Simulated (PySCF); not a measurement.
**UHF on Tc²⁺ (technetium, charge +2)**

Configuration: [Kr] 4d4 5p1, one real determinant (an excited configuration). Calculation: PySCF 2.14, in def2-QZVPPD with the def2 core potential (28 electrons); scalar relativity through the core potential.

- Total energy: -78.966919 hartree
- One-electron energy: -126.4864 hartree
- Hartree (Coulomb) energy: 55.2317 hartree
- Exchange energy: -7.7122 hartree
- ⟨S²⟩: 8.7525
- ⟨L²⟩: 8.028
- Sum of ⟨r⟩: 18.88 bohr
- Sum of ⟨r²⟩: 36.31 bohr²
- Traceless quadrupole moment −½Σ⟨3z² − r²⟩ along its main axis: -4.61 e·bohr²

```
shell  electrons  mean orbital energy (hartree)  spread (hartree)  rms radius, mean of both spins (bohr)
 4s α          1                       -4.26778                 0                                   1.13
 4s β          1                       -4.01189                 0                                   1.13
 4p α          3                       -3.06363           0.04510                                   1.25
 4p β          3                       -2.73515           0.04640                                   1.25
 4d α          4                       -1.28133           0.03201                                   1.66
 5p α          1                       -0.64608                 0                                   3.66
```

⟨L²⟩ = 8.03 against 12 for a pure F term, so this real determinant mixes terms. Energies and moments cover only the electrons outside the core potential.
